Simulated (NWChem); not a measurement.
# SiSH cation, singlet; SMILES [SH+]=[Si]

```xyz
3

Si    -0.0350    -1.0961     0.0000
S      0.1069     0.9644     0.0000
H     -1.2593     1.0423     0.0000
```
Atoms are numbered in this order, from 1.

Level: PBE0/def2-SVP (NWChem), optimised geometry, unscaled harmonic frequencies. Low-valent species are run as closed-shell singlets; no triplet was tried in these runs.

**Question.** List the harmonic frequencies with IR intensities, and the thermochemistry.

**Answer.** 
```csv
frequency (cm⁻¹),IR intensity (km/mol)
452,37.4
620,111.7
2596,72.5
```

The zero-point energy is 5.2 kcal/mol. The thermal correction to the enthalpy at 298.15 K (with zero-point energy) is 7.9 kcal/mol and the heat capacity Cv is 8.3 cal/(mol K). The entropy at 298.15 K and 1 atm (symmetry number 1) comes out as 59.9 cal/(mol K).

Rigid rotor and harmonic oscillator.
